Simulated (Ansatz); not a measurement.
Species: C3F8 (charge 0, singlet). SMILES: FC(F)(C(F)(F)F)C(F)(F)F
Coordinates optimised at B3LYP-D3(BJ)/def2-TZVP (Ansatz, a program for electronic structure):
```xyz
11

F     -1.3278    -1.4307     0.5667
C     -1.2764    -0.1097     0.3897
F     -2.4044     0.2895    -0.1994
F     -1.1792     0.4842     1.5800
C     -0.0723     0.2771    -0.5182
F     -0.2397    -0.3272    -1.7096
F     -0.0955     1.6120    -0.6927
C      1.3342    -0.1117     0.0244
F      2.2569     0.2756    -0.8572
F      1.4264    -1.4318     0.1918
F      1.5729     0.4913     1.1898
```

Parts of the frozen-core correlation energy in cc-pwCVTZ (Ansatz, hartree). Frozen orbitals: 11; correlated occupied orbitals by spin: 34 and 34; virtual: 428 and 428. Spin-orbit coupling is left out. No relativistic terms.

```json
[
 {"term": "reference (HF)", "value": "-909.47258"},
 {"term": "MP2 opposite-spin", "value": "-1.84886"},
 {"term": "MP2 same-spin", "value": "-0.67163"},
 {"term": "CCSD correlation", "value": "-2.51414"},
 {"term": "(T)", "value": "-0.08632"},
 {"term": "T1 diagnostic", "value": "0.012"},
 {"term": "largest doubles amplitude", "value": "0.018"}
]
```
